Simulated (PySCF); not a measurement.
Bonds (- single, = double, # triple, : aromatic): C1:C2, C2:C3, C3-C4, C4-C5, C5-Si6, Si6-C7, C3:C8, C8:C9, C9:N10, N10:C1, C7-C4. C1 carries H11; C2 carries H12; C4 carries H13; C5 carries H14, H15; Si6 carries H16, H17; C7 carries H18, H19; C8 carries H20; C9 carries H21. H15, H16, H18 are cis to C3 on the ring; H14, H17, H19 are trans to C3 on the ring.

Computed data (PySCF 2.14.0 with density-fitted response routines): geometry: PBE0-D3(BJ)/def2-SVP, shielding tensors at PBE0/pcSseg-1 (GIAO). One averaged value for each set of equivalent atoms, no solvent, no relativistic terms, single conformer.

Chemical shifts δ = σref − σ; 13C (σref 184.41) and 1H (σref 31.27) and 29Si (σref 351.99) against TMS; 15N (σref 265.67) against NH3, all at this level.

| atoms | nucleus | count | δ (ppm) |
| --- | --- | --- | --- |
| H16 | 1H | 1 | 5.22 |
| C5/C7 | 13C | 2 | ? |
| H13 | 1H | 1 | 3.53 |
| H11/H21 | 1H | 2 | ? |
| H14/H19 | 1H | 2 | ? |
| C4 | 13C | 1 | 43.6 |
| C3 | 13C | 1 | 165.5 |
| C1/C9 | 13C | 2 | 156.2 |
| H15/H18 | 1H | 2 | 1.22 |
| N10 | 15N | 1 | ? |
| Si6 | 29Si | 1 | -27.5 |
| H12/H20 | 1H | 2 | 7.17 |
| H17 | 1H | 1 | 5.07 |
| C2/C8 | 13C | 2 | 126.2 |

Fill in the missing shifts.

Answers


- C5/C7: 17.9 ppm, sp3 CH2 bonded to Si
- H11/H21: 8.73 ppm, hydrogen on an aromatic CH next to a ring nitrogen; ring current plus the neighbouring ring nitrogen
- H14/H19: 1.94 ppm, hydrogen on an sp3 CH2 bonded to Si
- N10: 356.3 ppm, pyridine-type ring nitrogen

Shifts are as computed. Against solution values, carbons near 30 ppm lie about +2 ppm off and those near 130 ppm about +5 ppm. Of 1313 compounds with measured shifts, 239 miss one by over three times the rms of a fit or turn the order of signals round; such compounds aren't used in these exercises. Experimental scales use liquid or dissolved standards, which lie at an offset from isolated NH3 (liquid NH3: subtract about 20 ppm). Unscaled 15N shifts of sp2 nitrogen come out 20 to 40 ppm too high even then.
